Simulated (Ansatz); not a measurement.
`C[O][SnH]([CH3])[NH2]` + `C[Si](N)(O)Br` → `CO[Si](C)(N)Br` + `C[O][SnH2][NH2]`  (substitution at a C–Sn bond)

Gas-phase electronic energies from Ansatz, PBE0-D4/def2-TZVP geometries. CBS: MP2 limit from def2 TZ/QZ plus the TZ coupled-cluster correction, frozen cores. def2 core potentials past Kr. For Br, Sn outer-core shells are correlated without core-valence functions, which leaves a few kJ/mol of doubt a bond. Scalar relativity is left out up to krypton. One conformer a species, not always the lowest.

`C[O][SnH]([CH3])[NH2]`:

Cartesian coordinates in Å:
```
C 1.447 1.790 -0.394
O 0.688 1.125 0.576
Sn 0.093 -0.736 0.255
C -1.496 -0.681 -1.159
N -0.603 -1.446 2.006
H 1.756 2.762 0.004
H 0.883 1.980 -1.320
H 2.362 1.242 -0.669
H 1.487 -1.621 -0.196
H -1.142 -0.273 -2.105
H -1.883 -1.687 -1.324
H -2.295 -0.046 -0.776
H 0.097 -1.479 2.737
H -1.394 -0.928 2.366
```

`C[Si](N)(O)Br`:

```xyz
11

C    -0.769   -1.022   -0.788
Si   -0.006    0.372    0.155
N     1.600    0.002    0.548
O    -0.752    0.738    1.566
Br   -0.239    2.220   -1.130
H    -0.204   -1.232   -1.699
H    -1.792   -0.776   -1.078
H    -0.785   -1.924   -0.171
H     2.114    0.591    1.183
H     2.205   -0.438   -0.125
H    -1.371    1.469    1.541
```

`CO[Si](C)(N)Br`:

Cartesian coordinates in Å:
```
C -0.096 -2.112 -0.720
O 0.018 -0.724 -0.944
Si -0.231 0.416 0.195
C 0.043 2.030 -0.660
N 0.695 0.146 1.596
Br -2.343 0.288 0.933
H 0.348 -2.631 -1.571
H -1.147 -2.406 -0.637
H 0.426 -2.414 0.193
H -0.585 2.105 -1.550
H 1.087 2.116 -0.972
H -0.190 2.862 0.007
H 0.279 0.084 2.508
H 1.696 0.240 1.621
```

`C[O][SnH2][NH2]`:

```xyz
11

C    -0.518    1.009   -1.470
O    -0.792    1.135   -0.098
Sn    0.309    0.149    1.194
N     0.253   -1.772    0.583
H    -0.498   -0.038   -1.800
H    -1.308    1.524   -2.027
H     0.440    1.472   -1.748
H    -0.487    0.462    2.665
H     1.931    0.670    1.067
H    -0.465   -2.347    1.000
H     1.134   -2.263    0.634
```

| species | CCSD(T)/CBS(def2) energy (Eh) |
| --- | --- |
| `C[O][SnH]([CH3])[NH2]` | -425.43706 |
| `C[Si](N)(O)Br` | -3034.10284 |
| `CO[Si](C)(N)Br` | -3073.34278 |
| `C[O][SnH2][NH2]` | -386.16145 |

**Question.** Work out ΔE.

**Answer.** ΔE = (-3073.34278) + (-386.16145) − (-425.43706) − (-3034.10284) = 0.03567 Eh = +0.97 eV.

Largest T1 diagnostic among the species: 0.013.

In def2-TZVPP, CCSD(T) changes the Hartree–Fock value by +0.15 eV (the triples alone add +0.02 eV) and MP2 by +0.24 eV.
